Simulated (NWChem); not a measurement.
SnNH3S, singlet; SMILES [NH2][Sn][SH]

```xyz
6

Sn    -0.3487    -0.4868     0.0000
N      1.6396    -0.9910     0.0000
H      1.9706    -1.9596     0.0000
H      2.4235    -0.3313     0.0000
S      0.1696     1.9545     0.0000
H     -1.1496     2.2955     0.0000
```
Atoms are numbered in this order, from 1.

Computed with NWChem. Low-valent species are run as closed-shell singlets; no triplet was tried in these runs. Geometry: optimised at PBE-D3(BJ)/def2-SVP. def2 effective core potentials on Sn; no spin-orbit coupling. Level PBE/def2-SVP: single points from the atomic guess with DIIS by default; each run changes one setting, and all converged runs end within 0.3 mHa of each other. cgmin counts macro-iterations, each dearer than a DIIS step. NWChem's automatic level shift, which a small gap switches on, acted in some of these runs.

Q: Which setting needs the most SCF iterations, or fails (quadratically convergent solver (cgmin); no DIIS, 40 % damping; no level shifting; DIIS on 20 Fock matrices; defaults)?

A: no DIIS, 40 % damping, with 26 against 10 for the defaults.
| setting | SCF iterations |
|---|---|
| defaults | 10 |
| no DIIS, 40 % damping | 26 |
| no level shifting | 10 |
| quadratically convergent solver (cgmin) | 5 |
| DIIS on 20 Fock matrices | 9 |
